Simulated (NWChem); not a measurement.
Molecule: hydrogen selenide (H$_{2}$Se); SMILES [SeH2]

All runs: NWChem. The geometry was optimised at PBE0-D3(BJ)/def2-TZVP. Vertical excitations in the gas phase; the lowest state need not have the same character in each row.

```
level                          lowest excitation, singlet (eV)  lowest state with f > 0.02, singlet (eV)  lowest triplet (eV)  orbital gap (eV)
-----------------------------  -------------------------------  ----------------------------------------  -------------------  ----------------
PBE/aug-cc-pVDZ, TDA                                      5.05                                      5.05                 4.71              4.92
B3LYP/aug-cc-pVDZ, TDA                                    5.21                                      5.21                 4.76              6.18
PBE0/aug-cc-pVDZ, TDA                                     5.35                                      5.44                 4.83              6.70
Hartree-Fock/aug-cc-pVDZ, CIS                             5.57                                      5.98                 4.90             10.71
```
